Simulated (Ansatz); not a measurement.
Cost and result for the atomization energy of C$_{5}$H$_{14}$OSi, SMILES `CCO[Si](C)(C)C` (21 atoms, 20 bonds).

```
atom   x (Å)   y (Å)   z (Å)
  C1  -1.032   2.793   0.950
  C2  -0.485   1.393   1.084
  O3  -0.300   0.837  -0.197
 Si4   0.254  -0.697  -0.477
  C5   0.302  -0.862  -2.331
  C6   1.960  -0.912   0.261
  C7  -0.910  -1.951   0.278
  H8  -1.181   3.243   1.935
  H9  -0.342   3.419   0.382
 H10  -1.990   2.779   0.426
 H11  -1.178   0.775   1.671
 H12   0.469   1.415   1.629
 H13   0.657  -1.853  -2.627
 H14   0.971  -0.118  -2.770
 H15  -0.692  -0.716  -2.759
 H16   2.355  -1.906   0.035
 H17   1.947  -0.805   1.349
 H18   2.658  -0.174  -0.142
 H19  -0.579  -2.969   0.054
 H20  -1.923  -1.834  -0.116
 H21  -0.959  -1.856   1.366
```

The species carries charge 0 and has multiplicity 1. All single points use the PBE0-D4/def2-TZVP geometry. It is one conformer, not always the lowest. Program: Ansatz. All runs use 2 threads of an AMD EPYC 7R13 on a shared host and a share of an NVIDIA H100 80 GB. Times are those of one run each, without the atoms' runs, and a repeat can differ threefold. Electronic energies, without spin–orbit coupling; frozen cores. CCSD(T)/CBS adds CCSD(T) − MP2 in def2-TZVPP to the MP2 limit, and its time is that of the two runs behind it. T1 = 0.010. B3LYP takes the VWN-RPA correlation (the form of Gaussian; ORCA's B3LYP/G).

CCSD(T)/CBS is a level of theory with its own doubt, some kJ/mol a heavy atom from the limit and from the frozen cores, so smaller differences don't rank the functionals.

| level | functions | wall time | atomization (kJ/mol) | difference from CCSD(T)/CBS | per bond |
| --- | --- | --- | --- | --- | --- |
| BLYP-D4/def2-TZVPP | 424 | 4.9 s | 8148.3 | -52.9 | -2.6 |
| PBE-D4/def2-TZVPP (with forces) | 424 | 6 s | 8298.4 | 97.2 | 4.9 |
| r2SCANh-D4/def2-TZVPP | 424 | 7 s | 8185.2 | -16.0 | -0.8 |
| r2SCAN-D4/def2-TZVPP (with forces) | 424 | 7.5 s | 8215.8 | 14.6 | 0.7 |
| B3LYP-D4/def2-TZVPP (with forces) | 424 | 8 s | 8200.5 | -0.7 | 0.0 |
| ωB97X-V/def2-TZVPP | 424 | 9 s | 8212.8 | 11.6 | 0.6 |
| CCSD(T)/def2-SVP | 172 | 9.5 s | 7813.6 | -387.6 | -19.4 |
| MP2/def2-QZVPP | 832 | 9.5 s | 8198.6 | -2.6 | -0.1 |
| PBE-QIDH/def2-TZVPP | 424 | 10 s | 8166.5 | -34.7 | -1.7 |
| ωB97M-V/def2-TZVPP (with forces) | 424 | 11 s | 8221.1 | 19.9 | 1.0 |
| CAM-B3LYP-D4/def2-TZVPP | 424 | 16 s | 8239.2 | 38.0 | 1.9 |
| CCSD(T)/def2-TZVPP | 424 | 30 s | 8021.4 | -179.8 | -9.0 |
| CCSD(T)/CBS(def2) | – | 40 s | 8201.2 | 0.0 | 0.0 |

The D4 term adds +71.3 kJ/mol with B3LYP and +38.6 kJ/mol with PBE0; it sums over pairs of atoms, weighted by their polarisabilities, and B3LYP, whose exchange is more repulsive, gets the larger term. In def2-TZVPP, CCSD(T) changes the Hartree–Fock value by +1815.4 kJ/mol (the triples alone add +91.1 kJ/mol) and MP2 by +1886.5 kJ/mol; breaking electron pairs costs correlation energy, which Hartree–Fock lacks. At CCSD(T), def2-SVP lies −387.5 kJ/mol from the extrapolated value and def2-TZVPP −179.8 kJ/mol: correlation converges slowly with the basis, and small sets miss more of it in the bonded molecule than in its fragments.
